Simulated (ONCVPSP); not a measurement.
## Plane-wave convergence, ONCV potential for caesium (Cs)

caesium (Cs), optimised norm-conserving Vanderbilt (ONCV), made with ONCVPSP 4.0.1 (LDA (Perdew-Zunger), scalar-relativistic). Core [Kr] 4d10, reference 5s2 5p6 6s0.5 (charge +0.5). Waves: 5s+6s: rc 3.15 bohr, ncon 5, nbas 8, qcut 4.2 1/bohr, 3 projectors, debl 2.3 Ha; 5p: rc 1.90 bohr, ncon 4, nbas 8, qcut 4.8 1/bohr, 1 projector; d scattering state at 0.02 Ha: rc 2.70 bohr, ncon 5, nbas 8, qcut 4.1 1/bohr, 2 projectors, debl 3.4 Ha. Local part: polynomial inside 1.25 bohr (lpopt 5, dvloc0 0 Ha). Core correction: Teter function, fcfact 5.75, rcfact 1.45.

In the d channel the program set the typed energies aside and used 0.050, 3.450 Ha.

Question: For each optimised wave give the share of its norm inside rc, the residual kinetic energy above qcut (Ha) and the cutoffs (Ha) for errors of 10, 1, 0.1 and 0.01 mHa per electron.

Answer:

| wave | norm inside rc | residual KE | 10 mHa | 1 mHa | 0.1 mHa | 0.01 mHa |
| --- | --- | --- | --- | --- | --- | --- |
| 5s | 0.978 | 5.0e-06 | 3.6 | 5.9 | 7.2 | 9.0 |
| 6s | 0.104 | 4.5e-06 | 1.5 | 5.1 | 6.9 | 8.6 |
| s projector 3 | 0.127 | 9.2e-04 | 6.3 | 9.0 | 24.6 | 29.9 |
| 5p | 0.447 | 4.6e-04 | 6.8 | 10.5 | 28.8 | 54.2 |
| d projector 1 | 0.119 | 3.4e-06 | 2.3 | 3.7 | 4.9 | 6.0 |
| d projector 2 | 0.186 | 1.2e-03 | 6.5 | 8.4 | 17.4 | 30.8 |

The occupied waves need 11 Ha and 29 Ha for 1 and 0.1 mHa. Note: ghosts flagged at negative energy: s at -20.5 eV, p at -11.2 eV; no localised positive-energy state flagged. A true bound ghost makes a file unfit for plane-wave use. 1 of 4 tests not solved or not reliable.
